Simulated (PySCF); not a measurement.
Calculation: PBE-D3(BJ)/def2-TZVP // CAM-B3LYP-D3(BJ)/def2-TZVP (PySCF 2.14.0). All species are isolated molecules in the gas phase. One relaxed conformer stands for a flexible species; it need not be the lowest. 

Reference species (SMILES): `[NH2][InH][NH2]` (neutral, multiplicity 1).

| Quantity | Result |
|---|---|
| HOMO–LUMO gap | 4.16 eV |
| LUMO | -1.03 eV |

Changed species: `[NH2][InH2]` (whole molecule; the reference has whole molecule).

Give the shifts of the HOMO–LUMO gap and LUMO.

the HOMO–LUMO gap falls by 0.26 eV, to 3.90 eV; the LUMO drops by 0.73 eV, to -1.76 eV.
